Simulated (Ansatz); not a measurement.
`C#[C][GeH]([F])[F]` + HCl → `[F][GeH]([F])[Cl]` + `C#C`  (ligand exchange at a Ge–C bond)

Gas-phase electronic energies from Ansatz, PBE0-D4/def2-TZVP geometries. CCSD(T)/CBS adds triple-zeta CCSD(T) − MP2 to the extrapolated MP2 energy (def2 sets, frozen cores). This one scheme is used for every species. Functionals use def2-TZVPP. For Ge outer-core shells are correlated without core-valence functions, which leaves a few kJ/mol of doubt a bond. Scalar relativity is left out up to krypton.

Q: Is it downhill or uphill in electronic energy at CCSD(T)/CBS, and by how much? (An estimate is asked.)

A: Computed: Downhill: ΔE = -53.6 kJ/mol.

Q: What do these levels give: revPBE, LC-ωPBE, MP2/def2-SVP, SCS-MP2/def2-TZVPP, CCSD(T)/def2-TZVPP, MP2/CBS(def2)? (An estimate is asked.)

A: Ansatz gave: revPBE -58.6, LC-ωPBE -57.2, MP2/def2-SVP -52.5, SCS-MP2/def2-TZVPP -49.6, CCSD(T)/def2-TZVPP -49.2, MP2/CBS(def2) -54.3 kJ/mol.

Q: What do rigid-rotor, harmonic-oscillator terms from PBE0-D4/def2-TZVP frequencies (298.15 K, 1 bar) make of the CCSD(T)/CBS value? (An estimate is asked.)

A: Computed: ΔZPE = +6.6 kJ/mol, ΔH = -48.8 kJ/mol, ΔS = -6 J/(mol·K), ΔG = -47.1 kJ/mol.

Largest T1 diagnostic among the species: 0.013.

Leaving LDA and LC-ωPBE aside and taking each functional with its dispersion term where it has one, the values, not all of them listed here, spread over 5.0 kJ/mol, from B97M-V to PBE-QIDH. In def2-TZVPP, CCSD(T) changes the Hartree–Fock value by +13.1 kJ/mol (the triples alone add +0.8 kJ/mol) and MP2 by +12.4 kJ/mol.
